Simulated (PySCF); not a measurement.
C2H8O3Si, SMILES COC[SiH](O)O. Atoms are numbered in the order given.

```xyz
14

C      2.6216    -0.1824    -0.9838
O      1.3208    -0.3756    -0.4927
C      0.7395     0.7834     0.0886
Si    -0.9965     0.2449     0.6199
O     -2.0049     0.6565    -0.6408
O     -0.8966    -1.3914     0.8886
H      2.6469     0.5858    -1.7819
H      2.9716    -1.1379    -1.4017
H      3.3191     0.1333    -0.1819
H      0.7001     1.6194    -0.6385
H      1.3399     1.1351     0.9544
H     -1.4698     0.8770     1.8780
H     -2.9298     0.3929    -0.5660
H     -0.1472    -1.7561     0.3904
```

Coordinates come from a B3LYP-D3(BJ)/def2-SVP optimisation. The values are those of a single conformer.

Computed with HF/pcSseg-1 in PySCF.

GIAO shieldings, no solvent; atoms listed in one row are averaged. δ = σ(ref) − σ: ¹³C against TMS (σ = 192.6 ppm); ¹⁷O against H2O (σ = 333.0 ppm); ²⁹Si against TMS (σ = 393.8 ppm); ¹H against TMS (σ = 31.99 ppm), references at their B3LYP-D3(BJ)/def2-TZVP geometries, non-relativistic.

Estimate the chemical shifts. (An estimate is asked for; the answer gives what the named calculation found.)


```json
[
 {"nucleus": "¹³C", "atoms": "C1", "count": "1", "δ (ppm)": "59.5"},
 {"nucleus": "¹³C", "atoms": "C3", "count": "1", "δ (ppm)": "57.8"},
 {"nucleus": "¹⁷O", "atoms": "O5", "count": "1", "δ (ppm)": "46.4"},
 {"nucleus": "¹⁷O", "atoms": "O6", "count": "1", "δ (ppm)": "35.6"},
 {"nucleus": "¹⁷O", "atoms": "O2", "count": "1", "δ (ppm)": "-30.1"},
 {"nucleus": "²⁹Si", "atoms": "Si4", "count": "1", "δ (ppm)": "-25.4"},
 {"nucleus": "¹H", "atoms": "H12", "count": "1", "δ (ppm)": "4.44"},
 {"nucleus": "¹H", "atoms": "H14", "count": "1", "δ (ppm)": "4.03"},
 {"nucleus": "¹H", "atoms": "H7, H8, H9", "count": "3", "δ (ppm)": "3.49"},
 {"nucleus": "¹H", "atoms": "H10", "count": "1", "δ (ppm)": "3.01"},
 {"nucleus": "¹H", "atoms": "H11", "count": "1", "δ (ppm)": "2.77"},
 {"nucleus": "¹H", "atoms": "H13", "count": "1", "δ (ppm)": "2.56"}
]
```
